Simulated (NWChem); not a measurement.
System: CH$_{3}$FO$_{2}$Si; SMILES F[SiH]1OCO1

Here is an NWChem input.

```
start job
memory heap 200 mb stack 900 mb global 1100 mb
geometry units angstroms noautosym nocenter noautoz
  F     -0.479180     1.794312     0.000000
  Si     0.435957     0.484122     0.000000
  O     -0.003471    -0.683468    -1.113300
  C     -0.340500    -1.539440     0.000000
  O     -0.003471    -0.683468     1.113300
  H      1.829994     0.957120     0.000000
  H      0.279348    -2.440905     0.000000
  H     -1.407602    -1.783601     0.000000
end
basis spherical
  * library 6-31g*
end
dft
  xc hfexch
  iterations 150
  mulliken
end
task dft energy
esp
  recalculate
  probe 0.07
  range 0.3
  factor 1.0
  spacing 0.02
end
task esp
```

All runs use the structure optimised with B3LYP/6-31G* (spherical d).

Atomic charges in e: unrestrained fits to the electrostatic potential beside Mulliken populations; buried atoms are poorly determined by the fit.

Atoms are numbered as in the input.

Task: Give the results of this calculation. (Hartree-Fock/6-31G* (spherical d).) Quantities: ESP F1; Mulliken F1; ESP Si2; Mulliken Si2; ESP O3; Mulliken O3; ESP C4; Mulliken C4; ESP O5; Mulliken O5; relative RMS misfit of the potential (%).

Result: 
```yaml
ESP F1: -0.39
Mulliken F1: -0.51
ESP Si2: 1.36
Mulliken Si2: 1.48
ESP O3: -0.69
Mulliken O3: -0.76
ESP C4: 0.59
Mulliken C4: 0.33
ESP O5: -0.69
Mulliken O5: -0.76
relative RMS misfit of the potential (%): 23
```
